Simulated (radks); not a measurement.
Question: All-electron atom: Ir4+ in [Xe] 4f14 5d5. All-electron calculation, Dirac Kohn-Sham, BLYP, spin-unpolarised, spherical densities, finite nucleus; open shells are shared between the two j in proportion to 2j + 1; Fermi nuclear charge, rms radius 5.4032 fm. Program: a radial shooting solver on a logarithmic mesh with Libxc functionals. Some entries of the table are withheld. Estimate them.

orbital,occ.,eigenvalue (hartree),r(max) (bohr),<r^2> (bohr^2)
1s1/2,2,-2794.347,0.01082,0.0004197
2s1/2,2,-489.9359,0.06251,0.006361
2p1/2,2,-469.5497,0.04620,(1)
2p3/2,4,-409.7227,0.05335,(2)
3s1/2,2,(3),0.1759,0.04140
3p1/2,2,-106.7392,0.1644,0.03783
3p3/2,4,-93.64011,0.1790,0.04431
3d3/2,4,-78.27654,0.1397,0.03412
3d5/2,6,-75.44526,0.1437,0.03589
4s1/2,2,-26.07914,0.3977,0.2024
4p1/2,2,-22.20586,0.3964,0.2073
4p3/2,4,-19.10603,0.4268,0.2411
4d3/2,4,-12.74364,0.4210,0.2578
4d5/2,6,-12.16818,0.4305,0.2701
5s1/2,2,-5.30177,0.8899,1.060
4f5/2,6,-4.07386,0.3924,0.3439
5p1/2,2,(4),0.9436,1.248
4f7/2,8,-3.95895,0.3971,0.3539
5p3/2,4,(5),1.022,1.473
5d3/2,2,-1.88329,1.233,2.465
5d5/2,3,-1.82510,1.266,2.597

Answer: 
(1) 2p1/2 <r^2> (bohr^2): 0.004516
(2) 2p3/2 <r^2> (bohr^2): 0.005709
(3) 3s1/2 eigenvalue (hartree): -115.9061
(4) 5p1/2 eigenvalue (hartree): -4.07208
(5) 5p3/2 eigenvalue (hartree): -3.55639
